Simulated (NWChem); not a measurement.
# C₂H₄BNO₂; SMILES CB(O)OC#N

```xyz
10

C      0.6741     2.1949     0.0009
B     -0.0554     0.8217     0.0007
O     -1.3876     0.6764     0.0004
O      0.7768    -0.3396     0.0004
C      0.2454    -1.5042    -0.0002
N     -0.2523    -2.5541    -0.0008
H     -0.0316     3.0355     0.0062
H      1.3346     2.2770     0.8793
H      1.3254     2.2812    -0.8839
H     -1.7117    -0.2357    -0.0001
```
Atoms are numbered in this order, from 1.

Geometry: optimised at PBE0/def2-SVP.

Q: Give the principal values of the shielding tensors (ppm) of C1, B2, O3, O4, C5 from B3LYP/6-31G* (spherical d), GIAO (NWChem), with their diamagnetic and paramagnetic parts as GIAO splits them.

A: 
| atom | σ11 | σ22 | σ33 | isotropic | diamagnetic | paramagnetic |
|---|---|---|---|---|---|---|
| C1 | 186.2 | 193.0 | 199.7 | 193.0 | 252.5 | -59.5 |
| B2 | 51.3 | 97.7 | 100.7 | 83.2 | 199.1 | -115.9 |
| O3 | 99.9 | 238.1 | 294.0 | 210.7 | 389.2 | -178.5 |
| O4 | 172.3 | 235.8 | 275.4 | 227.9 | 392.4 | -164.5 |
| C5 | -4.0 | -1.1 | 287.3 | 94.1 | 261.7 | -167.6 |
